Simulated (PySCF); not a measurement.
A GIAO shielding run with PySCF 2.14.0 with density-fitted response routines (density fitting, non-relativistic, gas phase) on `C[C@@H]1C=C1[SiH3]`, C₄H₈Si:

```
$ OMP_NUM_THREADS=1 python probes_run.py task.json out

{"job": {"kind": "nmr", "xc": "OPBE", "basis": "pcSseg-2", "pop": false}, "charge": 0, "multiplicity": 1}
C      1.743810    -0.942335     0.373171
C      0.903176    -0.422644    -0.770043
C      0.357758     0.956438    -0.791631
C     -0.535929     0.031517    -0.556961
Si    -2.258098    -0.512519    -0.180505
H      2.815679    -0.752445     0.198791
H      1.619051    -2.030300     0.497709
H      1.463964    -0.457975     1.321670
H      1.139873    -0.898407    -1.737084
H      0.576269     2.017512    -0.898407
H     -2.720347    -1.464924    -1.235199
H     -2.282225    -1.220090     1.135408
H     -3.183289     0.658322    -0.127690
```

Hardware: 1 thread of an Arm Neoverse V1, shared host. The job also computes ring-centre shieldings.

Question: How large is the calculation?

Answer: 46 electrons, 299 basis functions and 806 auxiliary functions.

Question: How long does it take, and how much memory does it need?

Answer: 56 s of wall time, with 15 SCF cycles; peak memory 0.95 GiB. Times on a shared host scatter by some tens of per cent.

Question: And these other runs on the same molecule and hardware: GIAO shielding at B3LYP/pcSseg-2; GIAO shielding at B97-D/pcSseg-2; GIAO shielding at BLYP/pcSseg-2; GIAO shielding at BP86/pcSseg-2; GIAO shielding at HF/pcSseg-2; GIAO shielding at KT2/pcSseg-2?

Answer: B3LYP/pcSseg-2: 299 functions, 41 s; B97-D/pcSseg-2: 299 functions, 57 s; BLYP/pcSseg-2: 299 functions, 57 s; BP86/pcSseg-2: 299 functions, 54 s; HF/pcSseg-2: 299 functions, 24 s; KT2/pcSseg-2: 299 functions, 56 s.
